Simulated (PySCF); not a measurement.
## The first ionisation energy along group 6

Calculated with PySCF 2.14 from differences of total energies of unrestricted determinants, without spin-orbit coupling. Values in eV. The last column holds reference values (NIST; (s) semi-empirical, (t) theoretical, else measured). Unmarked ones compare directly (S terms, centres of terms, or small fine structure); those marked * lie between the lowest fine-structure levels and include a spin-orbit shift.

```json
{"element": "Cr (aug-cc-pVTZ with one added diffuse shell each of s, p, d, f, g type, non-relativistic)", "configurations": "[Ar] 3d5 4s1 → [Ar] 3d5", "UHF": "5.903", "LDA": "7.472", "PBE0": "6.933", "r2SCAN": "7.216", "MP2 (valence)": "6.399", "SCS-MP2 (valence)": "6.068", "reference": "6.767"}
{"element": "Mo (aug-cc-pVTZ-PP with one added diffuse shell each of s, p, d, f, g type with ECP28MDF, ECP)", "configurations": "[Kr] 4d5 5s1 → [Kr] 4d5", "UHF": "6.243", "LDA": "7.785", "PBE0": "7.244", "r2SCAN": "7.567", "MP2 (valence)": "6.815", "SCS-MP2 (valence)": "6.434", "reference": "7.092"}
{"element": "W (aug-cc-pVTZ-PP with one added diffuse shell each of s, p, d, f, g type with ECP60MDF, ECP)", "configurations": "[Xe] 4f14 5d4 6s2 → [Xe] 4f14 5d4 6s1", "UHF": "5.885", "LDA": "7.908", "PBE0": "7.279", "r2SCAN": "7.074", "MP2 (valence)": "7.238", "SCS-MP2 (valence)": "7.512", "reference": "7.825"}
```

```tsv
method	elements	mean error (eV)	mean absolute error (eV)	largest error (eV)
UHF	3	-1.217	1.217	-1.940
LDA	3	0.494	0.494	0.706
PBE0	3	-0.076	0.288	-0.546
r2SCAN	3	0.058	0.559	-0.751
MP2 (valence)	3	-0.411	0.411	-0.588
SCS-MP2 (valence)	3	-0.557	0.557	-0.698
```

Errors include the incompleteness of the basis and the frozen core.

"Valence" correlates the outer s and p shells and, in groups 3 to 12 and the f block, the outer d or f shell, open or full, or the next shell where the ion has no valence electron left; the wider scheme adds the next inner shell.
